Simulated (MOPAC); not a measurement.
Input file for MOPAC: AM1 on H2PbS2 (SMILES [SH][Pb][SH]), a point of a torsion scan.

```
AM1 1SCF PRECISE CHARGE=0 THREADS=1
H2PbS2

S      2.05718706 1    -0.10241765 1    -0.50778202 1
Pb    -0.18521037 1    -1.32759387 1    -0.52038803 1
S     -0.69473137 1    -1.18842312 1    -2.98305817 1
H      1.67219071 1     1.06419658 1    -0.99689223 1
H      0.38551970 1    -0.57526186 1    -3.43076247 1
```

Output:

```
*******************************************************************************
 **                                                                           **
 **                              MOPAC v23.2.5                                **
 **                                                                           **
 *******************************************************************************
 ** MOPAC's Digital Object Identifier: https://doi.org/10.5281/zenodo.6511958 **
 **                                                                           **
 ** Please cite the open-source release paper for use of this MOPAC version:  **
 ** J. E. Moussa and J. J. P. Stewart (2026)                                  **
 ** MOPAC: An open-source semiempirical molecular orbital program             **
 ** J. Open Source Softw., 11(119), 8025, https://doi.org/10.21105/joss.08025 **
 *******************************************************************************

                              AM1 CALCULATION RESULTS

 *******************************************************************************
 *  AM1        - The AM1 Hamiltonian to be used
 *
 *
 *
 *                 CHARGE ON SYSTEM = 0
 *
 *
 *
 *  PRECISE    - TIGHTER CRITERIA TO BE USED
 *  1SCF       - DO 1 SCF AND THEN STOP
 *  THREADS=1  - MULTI-THREADING NOT USED
 *  T=         - A TIME OF 172800.0 SECONDS REQUESTED
 *  DUMP=N     - RESTART FILE WRITTEN EVERY 7200.0 SECONDS REQUESTED
 *******************************************************************************
AM1 1SCF PRECISE CHARGE=0 THREADS=1
 H2PbS2

   ATOM   CHEMICAL          X               Y               Z
  NUMBER   SYMBOL      (ANGSTROMS)     (ANGSTROMS)     (ANGSTROMS)

     1       S          2.05718706  *  -0.10241765  *  -0.50778202  *
     2      Pb         -0.18521037  *  -1.32759387  *  -0.52038803  *
     3       S         -0.69473137  *  -1.18842312  *  -2.98305817  *
     4       H          1.67219071  *   1.06419658  *  -0.99689223  *
     5       H          0.38551970  *  -0.57526186  *  -3.43076247  *



          CARTESIAN COORDINATES

    NO.       ATOM           X           Y           Z

     1         S          2.0572     -0.1024     -0.5078
     2        Pb         -0.1852     -1.3276     -0.5204
     3         S         -0.6947     -1.1884     -2.9831
     4         H          1.6722      1.0642     -0.9969
     5         H          0.3855     -0.5753     -3.4308

  H: (AM1): M.J.S. DEWAR ET AL, J. AM. CHEM. SOC. 107 3902-3909 (1985)
  S: (AM1): M.J.S. DEWAR, Y-C YUAN, INORGANIC CHEMISTRY, 29, 3881:3890,  (1990)
 Pb: (AM1): J. J. P. STEWART, J. MOL. MOD., 10, 155-164 (2004)

           Empirical Formula: H2 S2 Pb  =     5 atoms



      MOLECULAR POINT GROUP   :   C1


      RHF CALCULATION, NO. OF DOUBLY OCCUPIED LEVELS = 9


 -------------------------------------------------------------------------------
 AM1 1SCF PRECISE CHARGE=0 THREADS=1
 H2PbS2



     1SCF WAS SPECIFIED, SO BFGS WAS NOT USED
     SCF FIELD WAS ACHIEVED


                              AM1 CALCULATION
                                                       MOPAC v23.2.5 Linux




          FINAL HEAT OF FORMATION =         22.63115 KCAL/MOL =      94.68872 KJ/MOL


          COSMO AREA              =        129.10 SQUARE ANGSTROMS
          COSMO VOLUME            =        121.20 CUBIC ANGSTROMS

          IONIZATION POTENTIAL    =          9.408655 EV
          HOMO LUMO ENERGIES (EV) =         -9.409 -2.386
          NO. OF FILLED LEVELS    =          9
          MOLECULAR WEIGHT        =        273.3358         POINT GROUP:  C1

          MOLECULAR DIMENSIONS (Angstroms)

            Atom       Atom       Distance
            S     3    S     1     3.85739
           Pb     2    H     5     2.79339
           Pb     2    H     4     1.16140


          SCF CALCULATIONS        =          1





   ATOM   CHEMICAL          X               Y               Z
  NUMBER   SYMBOL      (ANGSTROMS)     (ANGSTROMS)     (ANGSTROMS)

     1       S          2.05718706  *  -0.10241765  *  -0.50778202  *
     2      Pb         -0.18521037  *  -1.32759387  *  -0.52038803  *
     3       S         -0.69473137  *  -1.18842312  *  -2.98305817  *
     4       H          1.67219071  *   1.06419658  *  -0.99689223  *
     5       H          0.38551970  *  -0.57526186  *  -3.43076247  *

                             CARTESIAN COORDINATES

   1    S        2.057187060    -0.102417650    -0.507782020
   2   Pb       -0.185210370    -1.327593870    -0.520388030
   3    S       -0.694731370    -1.188423120    -2.983058170
   4    H        1.672190710     1.064196580    -0.996892230
   5    H        0.385519700    -0.575261860    -3.430762470


           Empirical Formula: H2 S2 Pb  =     5 atoms



      MOLECULAR POINT GROUP   :   C1


                  EIGENVALUES
 -20.54477 -18.47700 -17.72744 -13.96313 -13.09063 -10.78601 -10.23282 -10.04158
  -9.40865  -2.38580  -2.19563  -2.03508   1.37932   1.60339


              NET ATOMIC CHARGES AND DIPOLE CONTRIBUTIONS

  ATOM NO.   TYPE          CHARGE      No. of ELECS.   s-Pop       p-Pop
    1          S          -0.456592        6.4566     1.90977     4.54682
    2         Pb           0.671270        3.3287     1.93630     1.39243
    3          S          -0.432630        6.4326     1.90722     4.52541
    4          H           0.106884        0.8931     0.89312
    5          H           0.111068        0.8889     0.88893
 DIPOLE           X         Y         Z       TOTAL
 POINT-CHG.    -2.601    -1.347     3.293     4.407
 HYBRID         1.268     2.050    -1.689     2.943
 SUM           -1.333     0.703     1.603     2.201


          ATOMIC ORBITAL ELECTRON POPULATIONS

     Atom    s        px        py        pz
    1  S   1.90977   1.48655   1.28002   1.78026
    2 Pb   1.93630   0.43827   0.37460   0.57957
    3  S   1.90722   1.33600   1.66137   1.52804
    4  H   0.89312
    5  H   0.88893

 **********************
 *                    *
 * JOB ENDED NORMALLY *
 *                    *
 **********************




 == MOPAC DONE ==
```

The run finished.

Cost: roughly 0.04 core-seconds.
